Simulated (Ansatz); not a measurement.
`OB(O[SiH3])O[SiH3]` + `[F][AlH][GeH3]` → `O[B](O[SiH3])[AlH][F]` + `[SiH3][O][GeH3]`  (redistribution)

Program: Ansatz. Geometries: PBE0-D4/def2-TZVP. ΔE: electronic, gas phase. CCSD(T)/CBS adds triple-zeta CCSD(T) − MP2 to the extrapolated MP2 energy (def2 sets, frozen cores). DFT in def2-TZVPP. For Ge outer-core shells are correlated without core-valence functions, which leaves a few kJ/mol of doubt a bond. Scalar relativity is left out up to krypton. Each species was taken in one conformer, which may not be the lowest.

| level | ΔE (kJ/mol) |
| --- | --- |
| PBE0-D4 | 154.2 |
| ωB97X-V | 143.6 |
| CCSD(T)/def2-TZVPP | 145.4 |
| HF/CBS(def2) | 152.8 |

(1) What does CCSD(T)/CBS give? (An estimate is asked.)

Largest T1 diagnostic among the species: 0.014.

## Answers

(1) Computed: +149.2 kJ/mol. The listed levels differ from it by 5.0, -5.6, -3.8, 3.6 kJ/mol.

From PBE to PBE0 (25 % exact exchange), in def2-TZVPP and without D4, ΔE moves by +7.8 kJ/mol. In def2-TZVPP, CCSD(T) changes the Hartree–Fock value by −8.5 kJ/mol (the triples alone add −3.1 kJ/mol) and MP2 by −10.5 kJ/mol.
